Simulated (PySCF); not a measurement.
# Unknown compound

Molecular formula: C₈H₇FO. Simulated spectra:

¹H NMR (400 MHz, computed): δ 8.42 (m, 2H), 7.41 (m, 2H), 2.63 (s, 3H).

¹³C{¹H} NMR (computed): δ 198.3 (C), 176.3 (C), 137.8 (CH, 2C), 136.5 (C), 121.1 (CH, 2C), 28.4 (CH3).

[PySCF 2.14: σ from GIAO-PBE0/pcSseg-1; geometry: GFN2-xTB; no relativistic terms; a single conformation; averaged over atoms made equivalent by symmetry, fast rotation or ring inversion; gas phase]

Referencing at the same level of theory: TMS for ¹H (31.72 ppm) and ¹³C (186.93 ppm).

Choose the structure that fits.
A. C[C@H]1c2cc(O)cc(F)c21
B. C#C[C@H]1CO/C(=C/F)C1=C
C. CC(=O)c1ccc(F)cc1

Answers

C. 

1. The formula gives 5 degrees of unsaturation (1 ring in the answer).
2. 6 carbon signals for 8 carbons: some carbons are equivalent by symmetry or fast rotation.
3. Carbon types of the structure: 3 × C, 4 × CH, 1 × CH3, which accounts for all hydrogens.
4. δC 198.3: ketone carbonyl carbon; the double bond to the heteroatom, with no lone-pair donor beside it, deshields it most.
5. δC 176.3: aromatic carbon bearing fluorine; the electronegative substituent deshields the carbon that carries it.
6. δC 137.8, 121.1: aromatic CH.
7. δC 136.5: substituted aromatic carbon.
8. δC 28.4: methyl carbon α to a carbonyl; the adjacent C=O deshields it moderately.

The others: C#C[C@H]1CO/C(=C/F)C1=C would give 8 carbon signals, not 6; C[C@H]1c2cc(O)cc(F)c21 would give 8 carbon signals, not 6.

Splittings by ¹⁹F in the carbon and heteronuclear signals aren't shown, as no couplings were computed. Shifts are as computed. Against solution values, carbons near 30 ppm lie about +3 ppm off and those near 130 ppm about +5 ppm. Of 1211 compounds with measured shifts, 218 miss one by over three times the rms of a fit or turn the order of signals round; such compounds aren't used in these exercises. Multiplicities follow the n + 1 count of equivalent neighbours, as no J values were calculated; m marks all less simple cases, F and P coupling included.
